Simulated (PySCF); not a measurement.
C6H6FNO.
Structure used (GFN2-xTB), in Å, numbered top down from 1:
```
atom  x, y, z in Å
F1     1.6031    2.2232   -1.3604
C2     1.6768    1.0578   -0.7428
O3     2.8897    0.5263   -0.5821
N4     2.7394   -0.6530    0.0655
C5     1.4676   -0.8222    0.2867
C6     0.6983    0.2616   -0.2155
C7    -0.7501    0.4840   -0.1844
C8    -1.5426    0.0098    1.0050
C9    -1.6785   -0.6958   -0.3028
H10    1.1302   -1.7029    0.7942
H11   -1.0523    1.4116   -0.6536
H12   -2.3578    0.6297    1.3439
H13   -1.0060   -0.4822    1.8015
H14   -1.2339   -1.6732   -0.4090
H15   -2.5883   -0.5668   -0.8680
```

Vertical excitations from PySCF (density fitting, frozen core in the response, grid level 2 and gas phase unless stated; continuum runs use non-equilibrium linear response for the excitations) on a GFN2-xTB geometry. Reference run:

```csv
settings,"S1, eV (f)","S2, eV (f)","S3, eV (f)","S4, eV (f)","S5, eV (f)","S6, eV (f)","T1, eV (Tamm–Dancoff)",mean α (au)
"PBE0/def2-SVPD, full TDDFT, 6 singlets",5.98 (0.069),6.53 (0.007),6.58 (0.005),7.03 (0.003),7.25 (0.001),7.26 (0.077),4.16,74.8
```

**Question.** What do these settings give: (1) PBE0/def2-SVP, damping 0.1 at the start, DIIS from the seventh cycle, full TDDFT, 1 singlet; (2) wB97X-D/def2-SVPD, energy threshold 1e-08 Eh, full TDDFT, 25 singlets?

**Answer.** 
| settings | S1, eV (f) | S2, eV (f) | S3, eV (f) | S4, eV (f) | S5, eV (f) | S6, eV (f) | T1, eV (Tamm–Dancoff) | mean α (au) |
| --- | --- | --- | --- | --- | --- | --- | --- | --- |
| PBE0/def2-SVP, damping 0.1 at the start, DIIS from the seventh cycle, full TDDFT, 1 singlet | 6.15 (0.070) | – | – | – | – | – | 4.23 | 64.7 |
| wB97X-D/def2-SVPD, energy threshold 1e-08 Eh, full TDDFT, 25 singlets | 6.16 (0.084) | 6.63 (0.007) | 6.94 (0.007) | 7.36 (0.051) | 7.74 (0.003) | 7.86 (0.000) | 4.27 | 74.6 |

(1) S1 moves by +0.17 eV. (2) S1 moves by +0.18 eV (wB97X-D has range-separated exact exchange, PBE0 25 % exact exchange). States are counted by energy in each run and needn't keep their character from row to row.

**Question.** Give the leading configurations of S1 (H = HOMO, L = LUMO) and the HOMO–LUMO gap of each run.

**Answer.** 
| settings | S1 configurations (weight) | S1 (eV) | orbital gap (eV) | S1 − gap (eV) |
| --- | --- | --- | --- | --- |
| PBE0/def2-SVPD, full TDDFT, 6 singlets | H→L 0.93 | 5.98 | 6.75 | -0.77 |
| PBE0/def2-SVP, damping 0.1 at the start, DIIS from the seventh cycle, full TDDFT, 1 singlet | H→L 0.92 | 6.15 | 6.86 | -0.71 |
| wB97X-D/def2-SVPD, energy threshold 1e-08 Eh, full TDDFT, 25 singlets | H→L 0.94 | 6.16 | 10.36 | -4.20 |

One conformer stands for the species.

wB97X-D is run here without its empirical dispersion term; that term would change no orbital, density or response property at a fixed geometry.
